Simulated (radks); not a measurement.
All-electron atom: Pt in [Xe] 4f14 5d7 6s1 7s2 (not the ground configuration). All-electron calculation, scalar-relativistic Kohn-Sham, PW91, spin-polarised, spherical densities, point nucleus; open shells are filled with parallel spins first (spin-orbit coupling, left out, can overturn this in heavy ions). Program: a radial shooting solver on a logarithmic mesh with Libxc functionals. Some entries of the table are withheld. Estimate them.

| orbital | occ. | eigenvalue (hartree) | r(max) (bohr) | <r^2> (bohr^2) |
|---|---|---|---|---|
| 1s up | 1 | -2883.383 | 0.01061 | 0.0004058 |
| 1s down | 1 | -2883.383 | 0.01061 | 0.0004058 |
| 2s up | 1 | -507.0007 | 0.06121 | 0.006199 |
| 2s down | 1 | -506.9925 | 0.06121 | 0.006199 |
| 2p up | 3 | -439.4176 | 0.05058 | 0.005201 |
| 2p down | 3 | -439.4108 | 0.05058 | 0.005201 |
| 3s up | 1 | -119.5202 | 0.1726 | 0.04003 |
| 3s down | 1 | -119.5167 | 0.1726 | 0.04002 |
| 3p up | 3 | -99.84384 | 0.1717 | 0.04106 |
| 3p down | 3 | -99.84004 | 0.1717 | 0.04105 |
| 3d up | 5 | -78.52280 | 0.1398 | 0.03401 |
| 3d down | 5 | -78.51669 | 0.1398 | 0.03401 |
| 4s up | 1 | -26.12547 | 0.3898 | 0.1944 |
| 4s down | 1 | -26.11692 | 0.3898 | 0.1944 |
| 4p up | 3 | -19.67369 | 0.4100 | 0.2220 |
| 4p down | 3 | -19.66550 | 0.4100 | 0.2219 |
| 4d up | 5 | -11.84403 | 0.4181 | 0.2535 |
| 4d down | 5 | -11.83446 | 0.4181 | 0.2533 |
| 5s up | 1 | -4.32434 | 0.8690 | 1.014 |
| 5s down | 1 | -4.26639 | 0.8667 | 1.006 |
| 4f up | 7 | -3.14555 | 0.3849 | 0.3250 |
| 4f down | 7 | -3.13157 | 0.3849 | 0.3226 |
| 5p up | 3 | -2.63399 | 0.9769 | 1.359 |
| 5p down | 3 | -2.56128 | 0.9731 | 1.345 |
| 5d up | 5 | -0.74319 | 1.236 | 2.707 |
| 5d down | 2 | -0.65236 | 1.227 | 2.718 |
| 6s up | 1 | -0.56440 | 2.156 | 6.725 |
| 6s down | 0 | -0.48331 | 2.177 | 7.130 |
| 6p up | 0 | -0.26655 | (1) | 11.85 |
| 6p down | 0 | -0.21043 | (2) | 14.48 |
| 7s up | 1 | -0.09081 | 5.935 | 47.08 |
| 7s down | 1 | -0.08904 | 6.048 | 49.18 |
| 6d up | 0 | -0.04055 | (3) | 52.74 |
| 6d down | 0 | -0.03767 | (4) | 58.97 |

Answer. 
(1) 6p up r(max) (bohr): 2.704
(2) 6p down r(max) (bohr): 2.826
(3) 6d up r(max) (bohr): 5.838
(4) 6d down r(max) (bohr): 6.152
